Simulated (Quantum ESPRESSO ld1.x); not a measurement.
Problem. The mean radii <r> (bohr) of the occupied orbitals of an atom or ion are listed with their occupations. Calculated with ld1.x of Quantum ESPRESSO 7.5: Dirac Kohn-Sham, exchange-only LDA, spin-unpolarised, spherical densities, point nucleus.

orbital  occ.      <r>
1s1/2       2  0.03711
2s1/2       2   0.1625
2p1/2       2   0.1387
2p3/2       4   0.1431
3s1/2       2   0.4588
3p1/2       2   0.4549
3p3/2       4   0.4654
3d3/2       4   0.4492
3d5/2       6   0.4527
4p1/2       2    1.258
4p3/2       4    1.283
4d3/2       1    1.598
5d3/2       2    3.917

Name the element and its charge. Open shells, if any, fill j = l - 1/2 first.

Solution. Z = 40, zirconium, charge +3: Zr3+ in [Ar] 3d10 4p6 4d1 5d2. The 1s radius gives Z: for a bare nucleus <r> = (2 gamma + 1)/(2Z) with gamma = sqrt(1 - (Z/c)^2), 0.03641 bohr for Z = 40, and screening makes it slightly larger (0.03711 here). The occupations add up to 37, and the charge is Z minus that.
